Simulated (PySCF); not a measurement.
An unknown is described by computed data only.

Formula: C5H8O4.

| Item | Value |
| --- | --- |
| Polarisability | 75.1 au [B3LYP/def2-SVPD] |
| UV, first state | lowest singlet excitation: 5.92 eV (210 nm, f = 0.001) [TDDFT B3LYP/def2-SVPD] |
| Rotational structure | rotational constants A, B, C: 4.179, 0.877, 0.855 GHz [PBE0-D3(BJ)/def2-SVP] |
| Triplet | lowest triplet excitation (Tamm–Dancoff): 5.41 eV [TDA B3LYP/def2-SVPD] |
| 1H NMR | chemical shifts (computed TMS as zero) by class: 4.35 (2 H), 3.67 (3 H), 2.12 (3 H) ppm [GIAO PBE0/pcSseg-1] |
| Valence photoelectron | vertical ionisation energy: 10.06 eV [ΔSCF B3LYP/def2-SVPD] |
| XPS | C1s 291.3, C1s 292.8, C1s 292.9, C1s 294.6, C1s 294.7, O1s 537.7, O1s 537.9, O1s 539.5, O1s 539.8 eV [ΔSCF SCAN, pcX-2 on the ionised atom, pcseg-1 elsewhere, spin-free X2C] |
| 13C NMR | chemical shifts (computed TMS as zero) by class: 174.7 (1 C), 173.9 (1 C), 61.2 (1 C), 52.3 (1 C), 21.7 (1 C) ppm [GIAO PBE0/pcSseg-1] |

Electronic properties: PySCF, gas phase, density fitting. Levels stand in brackets. The structure is a single PBE0-D3(BJ)/def2-SVP conformer in the gas phase; no vibrational or solvent corrections. Each NMR value is the plain mean over a class of atoms that symmetry, rotation or inversion makes alike.

Q: Propose a structure and show how it fits.

A: Numbering: `[CH3:1][O:2][C:3](=[O:4])[CH2:5][O:6][C:7]([CH3:8])=[O:9]`. Its formula, C5H8O4, gives 2 degrees of unsaturation: 0 rings and 2 π bonds in the structure found. 5 carbons fall into 5 classes; from least to most shielded: ester carbonyl carbon [C7] (174.7 ppm), ester carbonyl carbon [C3] (173.9 ppm), sp3 carbon bound to oxygen [C5] (61.2 ppm), methoxy carbon [C1] (52.3 ppm), methyl carbon next to a carbonyl [C8] (21.7 ppm). Hydrogen classes from least to most shielded: 2 H on an sp3 carbon bound to oxygen, C5 (4.35 ppm, a mean of values up to 0.8 ppm apart in this geometry), 3 H on a methoxy carbon, C1 (3.67 ppm), 3 H on a methyl carbon next to a carbonyl, C8 (2.12 ppm, a mean of values up to 0.7 ppm apart in this geometry). The core levels belong to: C1s 291.3 eV, methyl carbon next to a carbonyl [C8]; C1s 292.8 eV, methoxy carbon [C1]; C1s 292.9 eV, sp3 carbon bound to oxygen [C5]; C1s 294.6 eV, ester carbonyl carbon [C7]; C1s 294.7 eV, ester carbonyl carbon [C3]; O1s 537.7 eV, ester carbonyl oxygen [O9]; O1s 537.9 eV, ester carbonyl oxygen [O4]; O1s 539.5 eV, ester single-bonded oxygen [O6]; O1s 539.8 eV, ester single-bonded oxygen [O2]. The first electron is taken from the HOMO, whose largest Löwdin shares are 0.56 on an ester carbonyl oxygen, 0.11 on an ester carbonyl oxygen, 0.09 on an ester single-bonded oxygen and 0.07 on an ester carbonyl carbon. The optimised geometry has point group C1 and is an asymmetric top. Structure: `COC(=O)COC(C)=O`. Computed isomers that give other values at the same levels: `COC(=O)CC(=O)OC` (core binding energies: C1s 291.6, C1s 292.7 (×2), C1s 294.7 (×2), O1s 537.8 (×2), O1s 539.7 (×2) eV). The assignments are read from this structure; whether some other isomer fits the data as well wasn't checked.

The values belong to the conformer `[CH3:1][O:2][C:3](=[O:4])[CH2:5][O:6][C:7]([CH3:8])=[O:9]`: C1–O2–C3–O4 1°, O2–C3–C5–O6 177°, C3–C5–O6–C7 -73°, C5–O6–C7–C8 173°.
